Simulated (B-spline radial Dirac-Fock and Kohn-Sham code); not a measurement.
# Successive ionisation energies of tantalum: Dirac-Fock against NIST

Model: ΔSCF Dirac-Fock with Breit, self-energy and vacuum polarisation, finite nucleus, configuration average. Program: a radial atomic solver. Each value is the difference of the configuration-average energies of two neighbouring ions in their tabulated ground configurations. No correlation. NIST's values refer to the lowest levels; many for high charge states are themselves semi-empirical or theoretical. Where a p, d or f shell is open in either ion the computed value averages over both j values and all terms, while the table refers to the lowest levels; that difference holds spin-orbit splitting (largest in heavy or highly charged ions), term energies where several electrons share open shells, and correlation, and it can reach 10 % or more.

```
  ion  configuration  computed (eV)        NIST (eV)         kind  NIST − computed (eV)
Ta⁵²⁺       [Ar] 3d3         4838.7         4877 ± 4  theoretical                +38.32
Ta⁵³⁺       [Ar] 3d2         4976.2         5024 ± 5  theoretical                +47.80
Ta⁵⁴⁺       [Ar] 3d1         5115.3         5159 ± 5  theoretical                +43.72
Ta⁵⁵⁺   [Ne] 3s2 3p6         5645.8         5537 ± 5  theoretical               -108.80
Ta⁵⁶⁺   [Ne] 3s2 3p5         5769.5         5655 ± 5  theoretical               -114.52
Ta⁵⁷⁺   [Ne] 3s2 3p4         5894.2         5785 ± 6  theoretical               -109.19
Ta⁵⁸⁺   [Ne] 3s2 3p3         6019.8         5907 ± 6  theoretical               -112.80
Ta⁵⁹⁺   [Ne] 3s2 3p2         6146.4         6364 ± 7  theoretical               +217.64
Ta⁶⁰⁺   [Ne] 3s2 3p1         6273.9        6502 ± 10  theoretical               +228.13
Ta⁶¹⁺       [Ne] 3s2         6768.7        6769 ± 12  theoretical                 +0.34
Ta⁶²⁺       [Ne] 3s1         6899.9        6900 ± 15  theoretical                 +0.11
Ta⁶³⁺   [He] 2s2 2p6        15571.7       15137 ± 19  theoretical               -434.74
Ta⁶⁴⁺   [He] 2s2 2p5        15916.1       15461 ± 24  theoretical               -455.08
Ta⁶⁵⁺   [He] 2s2 2p4        16263.8       15820 ± 30  theoretical               -443.77
Ta⁶⁶⁺   [He] 2s2 2p3        16614.8       16150 ± 40  theoretical               -464.80
Ta⁶⁷⁺   [He] 2s2 2p2        16969.2       17840 ± 40  theoretical               +870.81
Ta⁶⁸⁺   [He] 2s2 2p1        17326.9       18250 ± 50  theoretical               +923.07
Ta⁷¹⁺            1s2        76847.5     76852 ± 0.17  theoretical                 +4.52
Ta⁷²⁺            1s1        78394.4  78394.63 ± 0.12  theoretical                 +0.22
```
